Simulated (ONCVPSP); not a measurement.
## Configuration tests for chromium (ONCV)

```json
{"Element": "Cr (Z = 24)", "Generator": "ONCVPSP 4.0.1", "Type": "optimised norm-conserving Vanderbilt (ONCV)", "Functional": "PBE", "Relativity": "scalar-relativistic", "Frozen core": "[Ne]", "Valence charge": "14", "Reference configuration": "3s2 3p6 3d4 (charge +2)", "Partial waves": "3s: rc 1.35 bohr, ncon 3, nbas 7, qcut 10 1/bohr, 1 projector; 3p: rc 1.50 bohr, ncon 3, nbas 6, qcut 7.7 1/bohr, 2 projectors, debl 3.9 Ha; 3d: rc 1.80 bohr, ncon 3, nbas 7, qcut 8.3 1/bohr, 2 projectors, debl 0.5 Ha", "Local potential": "polynomial inside 1.20 bohr (lpopt 5, dvloc0 2 Ha)", "Core correction": "none"}
```

In the d channel the program set the typed energies aside and used -0.840, 0.250 Ha.

Energies are relative to the spin-unpolarised reference configuration 3s2 3p6 3d4; without spin polarisation the order of configurations can differ from experiment.

| valence configuration | charge | ΔE all-electron (eV) | error AE − PS (meV) |
| --- | --- | --- | --- |
| 3s2 3p6 3d5 4s1 | 0 | -22.954 | -123 |
| 3s2 3p6 3d5 | +1 | -16.052 | +30 |
| 3s2 3p6 3d4 4s1 | +1 | -14.966 | -222 |

**Question.** What are ΔE and the potential's error for 3s2 3p6 3d3?

**Answer.** ΔE = 30.748 eV all-electron; the error (AE − PS) is +130 meV.
